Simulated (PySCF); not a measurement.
Energy of Ag⁺ (silver, charge +1) between two integer charges

The 4d beta orbital of [Kr] 4d10 is emptied in steps (occupation f), with all orbitals relaxed, ending at [Kr] 4d9. All numbers are calculated (PySCF 2.14, scalar relativity through the core potential, in def2-SVP with the def2 core potential (28 electrons) (5s3p2d1f, 31 functions)). The exact energy is a straight line in f; departures are measured from the line between the end points of the same method.

| f | UHF (eV) | LDA (eV) | PBE (eV) | PBE0 (eV) | r2SCAN (eV) | LC-wPBE (eV) | BHandHLYP (eV) | wB97X (eV) | B3LYP (eV) | TPSS (eV) |
| --- | --- | --- | --- | --- | --- | --- | --- | --- | --- | --- |
| 1 | 0.000 | 0.000 | 0.000 | 0.000 | 0.000 | 0.000 | 0.000 | 0.000 | 0.000 | 0.000 |
| 0.9 | 0.192 | -0.580 | -0.571 | -0.386 | -0.538 | -0.130 | -0.198 | -0.157 | -0.423 | -0.554 |
| 0.7 | 0.432 | -1.366 | -1.343 | -0.909 | -1.262 | -0.312 | -0.472 | -0.375 | -0.996 | -1.302 |
| 0.5 | 0.496 | -1.642 | -1.612 | -1.092 | -1.511 | -0.380 | -0.572 | -0.454 | -1.197 | -1.561 |
| 0.3 | 0.403 | -1.392 | -1.364 | -0.925 | -1.275 | -0.327 | -0.489 | -0.388 | -1.014 | -1.321 |
| 0.1 | 0.167 | -0.602 | -0.589 | -0.400 | -0.549 | -0.143 | -0.214 | -0.169 | -0.439 | -0.570 |
| 0 | 0.000 | 0.000 | 0.000 | 0.000 | 0.000 | 0.000 | 0.000 | 0.000 | 0.000 | 0.000 |

```
   method  E(f=0) − E(f=1) (eV)  −ε at f=1 (eV)  −ε at f=0.5 (eV)
      UHF                19.859          22.026            19.773
      LDA                22.271          15.854            22.196
      PBE                21.891          15.574            21.828
     PBE0                21.666          17.399            21.618
   r2SCAN                21.671          15.711            21.633
  LC-wPBE                21.587          20.159            21.542
BHandHLYP                21.415          19.233            21.362
    wB97X                21.626          19.896            21.587
    B3LYP                21.847          17.168            21.792
     TPSS                21.561          15.432            21.505
```

Orbital energy along the path (eV):

| f | UHF | LDA | PBE | PBE0 | r2SCAN | LC-wPBE | BHandHLYP | wB97X | B3LYP | TPSS |
| --- | --- | --- | --- | --- | --- | --- | --- | --- | --- | --- |
| 1 | -22.026 | -15.854 | -15.574 | -17.399 | -15.711 | -20.159 | -19.233 | -19.896 | -17.168 | -15.432 |
| 0.9 | -21.528 | -17.087 | -16.793 | -18.219 | -16.873 | -20.413 | -19.633 | -20.209 | -18.067 | -16.617 |
| 0.7 | -20.606 | -19.605 | -19.279 | -19.894 | -19.232 | -20.955 | -20.472 | -20.876 | -19.904 | -19.032 |
| 0.5 | -19.773 | -22.196 | -21.828 | -21.618 | -21.633 | -21.542 | -21.362 | -21.587 | -21.792 | -21.505 |
| 0.3 | -19.024 | -24.859 | -24.438 | -23.388 | -24.071 | -22.172 | -22.303 | -22.335 | -23.733 | -24.031 |
| 0.1 | -18.349 | -27.593 | -27.106 | -25.203 | -26.538 | -22.843 | -23.294 | -23.113 | -25.727 | -26.606 |
| 0 | -18.038 | -28.986 | -28.460 | -26.127 | -27.784 | -23.193 | -23.809 | -23.514 | -26.743 | -27.910 |

Reference removal energy between the ground levels: 21.484 eV (measured; NIST Atomic Spectra Database, ionization energies). The calculation has no spin-orbit coupling. UHF lacks correlation.
